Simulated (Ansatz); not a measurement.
`C[SiH](F)BS` + H–F → `FBS` + `C[SiH2]F` at 700 K and 1 bar (cleavage of the B–Si bond).

Computed with Ansatz on PBE0-D4/def2-TZVP structures; ΔE is electronic, products minus reactants. CBS: MP2 limit from def2 TZ/QZ plus the TZ coupled-cluster correction, frozen cores. This one scheme is used for every species. One conformer a species, not always the lowest.

| species | CCSD(T)/CBS energy (Eh) | H − E (kJ/mol) | S (J/(mol·K)) |
| --- | --- | --- | --- |
| `C[SiH](F)BS` | -853.19639 | 272.7 | 500.2 |
| H–F | -100.39570 | 45.2 | 198.5 |
| `FBS` | -523.64132 | 106.5 | 326.5 |
| `C[SiH2]F` | -430.00374 | 203.1 | 369.0 |

H − E and S are ideal-gas, rigid-rotor, harmonic terms from PBE0-D4/def2-TZVP, for one conformer and one mirror image of each species. 1 Eh = 2625.50 kJ/mol, R = 8.31446 J/(mol·K).

Q: By hand: ΔE, ΔH, ΔS and ΔG.

A: ΔE = (-523.64132) + (-430.00374) − (-853.19639) − (-100.39570) = -0.05297 Eh = -139.1 kJ/mol. Δ(H − E) = 106.5 + 203.1 − 272.7 − 45.2 = -8.3, so ΔH = -147.4 kJ/mol. ΔS = 326.5 + 369.0 − 500.2 − 198.5 = -3.2 J/(mol·K). ΔG = -147.4 − 700 × (-3.2)/1000 = -145.2 kJ/mol.

Q: By hand: the equilibrium constant, and the temperature at which ΔG would vanish if ΔH and ΔS stayed fixed.

A: log₁₀ K = −ΔG/(RT ln 10) = 10.8. ΔG = 0 at ΔH/ΔS = 46062 K, far beyond where these terms or the molecules hold.

The number of gas molecules stays the same, so ΔS is small and ΔH decides. A doubt of 5 kJ/mol in ΔE shifts log₁₀ K by 0.4 here. Other conformers and mirror images would add mixing entropy, several J/(mol·K) or more a flexible species. Modes under 60 cm⁻¹, often nearly free rotors, make the harmonic entropy too high. These are equilibria of isolated gas molecules and say nothing of rates. Largest T1 diagnostic: 0.014 (customary marks: 0.02 for closed shells, 0.045 for open ones).
